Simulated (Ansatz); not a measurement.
Consider the ligand exchange at the Si–S bond: `[SiH3]S[SiH]1CO1` + `C=C(N)S` → `C=C(N)S[SiH3]` + `S[SiH]1CO1`.

Isolated molecules relaxed with PBE0-D4/def2-TZVP in Ansatz; ΔE leaves out vibrations. CCSD(T)/CBS adds triple-zeta CCSD(T) − MP2 to the extrapolated MP2 energy (def2 sets, frozen cores). Functionals use def2-TZVPP. One conformer a species, not always the lowest.

`[SiH3]S[SiH]1CO1`:

Cartesian coordinates in Å:
```
Si 0.015 2.377 -0.466
S -0.296 0.971 1.126
Si 0.001 -0.794 0.012
C -0.206 -2.426 0.740
O 1.153 -1.870 0.506
H -0.087 3.712 0.169
H 1.355 2.196 -1.077
H -1.025 2.228 -1.513
H -0.076 -0.530 -1.441
H -0.429 -2.549 1.798
H -0.405 -3.316 0.147
```

`C=C(N)S`:

Cartesian coordinates in Å:
```
C 1.070 -0.183 -0.497
C -0.172 -0.077 -0.018
N -0.546 -0.304 1.294
S -1.595 0.257 -1.016
H 1.905 -0.334 0.177
H 1.273 -0.151 -1.557
H -1.217 0.350 1.668
H 0.221 -0.485 1.923
H -0.938 0.926 -1.974
```

`C=C(N)S[SiH3]`:

Cartesian coordinates in Å:
```
C 2.063 0.262 -0.511
C 0.812 -0.188 -0.408
N 0.396 -1.235 0.402
S -0.500 0.596 -1.306
Si -1.940 0.762 0.275
H 2.284 1.168 -1.054
H 2.883 -0.270 -0.041
H -0.267 -1.860 -0.032
H 1.149 -1.730 0.858
H -2.981 1.659 -0.290
H -1.328 1.369 1.481
H -2.572 -0.535 0.626
```

`S[SiH]1CO1`:

```xyz
8

S     0.010    0.607    2.124
Si    0.199   -0.349    0.251
C    -0.196    0.510   -1.279
O    -1.124   -0.512   -0.727
H     0.416   -0.476    2.806
H     1.102   -1.513    0.341
H    -0.628    1.509   -1.275
H     0.222    0.224   -2.242
```

**Question.** Is it downhill or uphill in electronic energy at CCSD(T)/CBS, and by how much? (Best estimate.)

**Answer.** Computed: Nearly level: ΔE = 0.0 kcal/mol.

**Question.** What do these levels give: PBE-D4, PBE0-D4, ωB97X-V, ωB97M-V, PBE0, HF/def2-TZVPP, MP2/def2-TZVPP, CCSD/def2-TZVPP, HF/def2-QZVPP, MP2/def2-QZVPP, SCS-MP2/def2-QZVPP, CCSD/CBS(def2)? (Estimate.)

**Answer.** The calculation gave: PBE-D4 -0.1, PBE0-D4 0.1, ωB97X-V 0.0, ωB97M-V -0.2, PBE0 0.3, HF/def2-TZVPP 0.6, MP2/def2-TZVPP -0.1, CCSD/def2-TZVPP -0.1, HF/def2-QZVPP 0.7, MP2/def2-QZVPP 0.1, SCS-MP2/def2-QZVPP 0.1, CCSD/CBS(def2) 0.1 kcal/mol.

Largest T1 diagnostic among the species: 0.013.
